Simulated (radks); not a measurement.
Results of a calculation; reference values are marked as such.
Question: The selenium ion Se+, [Ar] 3d10 4s2 4p3. Level of theory: non-relativistic Kohn-Sham, r2SCAN, spin-polarised, spherical densities, point nucleus; meta-GGA in the generalised Kohn-Sham scheme (a radial shooting solver on a logarithmic mesh with Libxc functionals). Every spin shell is full or empty, so the densities are truly spherical. Functionals are evaluated on that one density, not self-consistently. Rank these orbital-free kinetic functionals by their error against the exact value of the orbitals, and give that value: Thomas-Fermi, von Weizsacker, TF + vW, TF + vW/9, TF + vW/5, LC94, APBEK, revAPBEK, Perdew 92, Thakkar, Pearson, LKT, PG1, DePristo-Kress, Ernzerhof.

Answer: Exact: 2399.76 hartree. From best to worst, with 100 (|E| - |E exact|)/|E exact| (equal figures are ties): LC94 +0.02, DePristo-Kress -0.09, APBEK +0.10, revAPBEK +0.32, Ernzerhof -0.38, Thakkar -0.48, Perdew 92 -0.73, TF + vW/9 -0.74, Pearson -1.11, TF + vW/5 +3.47, Thomas-Fermi -6.00, PG1 +17.65, LKT +22.32, TF + vW +41.32, von Weizsacker -52.69.
